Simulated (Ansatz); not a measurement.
Computed with Ansatz on PBE0-D4/def2-TZVP structures; ΔE is electronic, products minus reactants. CCSD(T)/CBS is the MP2 limit (def2-TZVPP, def2-QZVPP) plus CCSD(T) − MP2 in def2-TZVPP, frozen cores. This one scheme is used for every species, atoms too. DFT in def2-TZVPP. HSE06 is defined as in plane-wave codes. Open shells (•) are unrestricted, without spin–orbit coupling. Spin–orbit coupling would lower the free atoms: a little for C, S, Si.

`C[SiH]1SS1` → C• + 4 H• + 2 S• + Si•  (atomization)

```json
{"level": "r2SCAN-D4", "ΔE (kcal/mol)": "656.2", "difference from CCSD(T)/CBS": "4.6"}
{"level": "r2SCANh-D4", "ΔE (kcal/mol)": "652.2", "difference from CCSD(T)/CBS": "0.6"}
{"level": "BHLYP-D4", "ΔE (kcal/mol)": "630.2", "difference from CCSD(T)/CBS": "-21.4"}
{"level": "ωB97X-V", "ΔE (kcal/mol)": "655.9", "difference from CCSD(T)/CBS": "4.3"}
{"level": "PBE-QIDH", "ΔE (kcal/mol)": "648.5", "difference from CCSD(T)/CBS": "-3.1"}
{"level": "BLYP", "ΔE (kcal/mol)": "632.5", "difference from CCSD(T)/CBS": "-19.1"}
{"level": "HSE06", "ΔE (kcal/mol)": "650.4", "difference from CCSD(T)/CBS": "-1.2"}
{"level": "BHLYP", "ΔE (kcal/mol)": "622.9", "difference from CCSD(T)/CBS": "-28.7"}
{"level": "CCSD(T)/def2-SVP", "ΔE (kcal/mol)": "593.1", "difference from CCSD(T)/CBS": "-58.5"}
{"level": "HF/def2-QZVPP", "ΔE (kcal/mol)": "464.2", "difference from CCSD(T)/CBS": "-187.4"}
{"level": "CCSD(T)/CBS", "ΔE (kcal/mol)": "651.6", "difference from CCSD(T)/CBS": "0"}
```

(1) What do rigid-rotor, harmonic-oscillator terms from PBE0-D4/def2-TZVP frequencies (298.15 K, 1 bar) make of the CCSD(T)/CBS value? (An estimate is asked.)

Largest T1 diagnostic among the species: 0.012.

## Answers

(1) The calculation gave: ΔZPE = -30.8 kcal/mol, ΔH = +628.4 kcal/mol, ΔS = 803 J/(mol·K), ΔG = +571.2 kcal/mol. Open shells count their whole term as degenerate.

Leaving LDA and LC-ωPBE aside and taking each functional with its dispersion term where it has one, the values, not all of them listed here, spread over 33.6 kcal/mol, from BHLYP-D4 to PBE-D4. LDA lies +87.4 kcal/mol from PBE without D4, its usual overbinding. The D4 term adds +8.7 kcal/mol with B3LYP and +4.5 kcal/mol with PBE0; it sums over pairs of atoms, weighted by their polarisabilities, and B3LYP, whose exchange is more repulsive, gets the larger term.

B3LYP here is the variant with VWN-RPA as its local correlation; programs differ in this.

For atomizations the MP2-based limit and the directly extrapolated one differ by several kJ/mol either way, and by 10 to 25 for some Ge, Se and Sn compounds, so smaller differences from it don't rank the levels.
